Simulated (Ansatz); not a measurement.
A CCSD(T) single point on C2H3F3OSi, SMILES `C=CO[Si](F)(F)F`.

```yaml
crystal:
  periodic: [false, false, false]
  atoms:
    - {symbol: C, position_ang: [-0.642956, 0.687160, -1.357651]}
    - {symbol: C, position_ang: [-0.713649, -0.546934, -0.889550]}
    - {symbol: O, position_ang: [-0.138432, -1.004404, 0.259725]}
    - {symbol: Si, position_ang: [0.766721, -0.234587, 1.344137]}
    - {symbol: F, position_ang: [0.004873, 0.967839, 2.004681]}
    - {symbol: F, position_ang: [1.137100, -1.271548, 2.455011]}
    - {symbol: F, position_ang: [2.088764, 0.331791, 0.716596]}
    - {symbol: H, position_ang: [-0.101648, 1.480439, -0.854458]}
    - {symbol: H, position_ang: [-1.145120, 0.928051, -2.284171]}
    - {symbol: H, position_ang: [-1.255643, -1.337806, -1.394329]}
basis:
  gaussian: {orbitals: def2-TZVPP}
correlation: {method: ccsd_t}
```

```sh
$ ansatz run in.yaml --threads 2 --pin off --events-out ev --progress --plain --max-ram 32768MiB --backend cuda --devices 0, --max-vram 18GiB
```

Output of Ansatz, abridged:

```
Functional definition: HF
1691 factors; integrals over basis functions are off by at most 6.8e-4 eV
mean field evaluation 1: about -20133.1294 eV, gradient 5.0e1 eV
mean field evaluation 2: about -20133.4537 eV, gradient 5.1e1 eV
mean field evaluation 4: about -20137.9270 eV, gradient 3.8e0 eV
mean field evaluation 8: about -20137.9940 eV, gradient 2.4e-1 eV
mean field -20137.99435658 eV, -740.0576425813 hartree, gradient 3.5e-6 eV, S^2 0.000000; 0 other end points of the search recorded, 0 dependent functions left out
11 core orbitals not correlated: weight in the atoms' cores, before any rotation towards them, 1.000 or more for the frozen orbitals, at most 0.000 for the correlated occupied ones
reference -20137.99435658 eV, -740.0576425813 hartree; 21, 21 occupied and 238, 238 virtual orbitals, 1691 factors
second order -38.15094460 eV of doubles, -0.00000000 eV of singles
cycle   1  -37.73773933 eV  change    4.1e-1 eV  update   1.2e-1
cycle   2  -38.50586218 eV  change   -7.7e-1 eV  update   3.5e-2
cycle   3  -38.68637336 eV  change   -1.8e-1 eV  update   1.7e-2
cycle   4  -38.66264393 eV  change    2.4e-2 eV  update   3.9e-3
cycle   5  -38.65977793 eV  change    2.9e-3 eV  update   1.5e-3
cycle   6  -38.66138305 eV  change   -1.6e-3 eV  update   4.7e-4
cycle   7  -38.66125424 eV  change    1.3e-4 eV  update   1.5e-4
cycle   8  -38.66113046 eV  change    1.2e-4 eV  update   5.1e-5
cycle   9  -38.66114655 eV  change   -1.6e-5 eV  update   2.3e-5
perturbative correction -1.31742055 eV, -0.0484143122 hartree
Total energy: -20177.97292368 eV, -741.5268278240 hartree
```

It took 8.1 s on 2 threads of an AMD EPYC 7R13 on a shared host and a share of an NVIDIA H100 80 GB, with 0.83 GiB of host memory at the peak.

MP2 recovers 95.4 % of the CCSD(T) correlation energy and the triples give 3.3 %; T1 = 0.0120.
